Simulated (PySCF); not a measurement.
# Radial density of Nd³³⁺ (neodymium, charge +33)

PW91, [Ar] 3d9, 2D determinant. Computed with PySCF 2.14 in an even-tempered Gaussian basis (18 s from 5 bohr⁻², ratio 2.5; 13 p from 6.5 bohr⁻², ratio 2.5; 8 d from 6.5 bohr⁻², ratio 2.5; 4 f from 30 bohr⁻², ratio 2.7; 3 g from 45 bohr⁻², ratio 2.7), with the spin-free X2C one-electron Hamiltonian (Gaussian nucleus).

| r (bohr) | 4πr²ρ (e/bohr) | 4πr²(ρα − ρβ) |
| --- | --- | --- |
| 0.0256 | 71.08 | 0.0072 |
| 0.0431 | 76.49 | 0.0940 |
| 0.0724 | 101.9 | 0.7285 |
| 0.122 | 73.02 | 2.9581 |
| 0.205 | 79.68 | 4.5729 |
| 0.345 | 33.36 | 1.5559 |
| 0.580 | 0.8860 | 0.0445 |
| 0.975 | 0.0009468 | 0.0001 |

Densities and radii are taken from the X2C orbitals without a picture-change correction, which distorts them close to the nucleus.

Spin-orbit coupling, absent here, splits the open shell strongly.
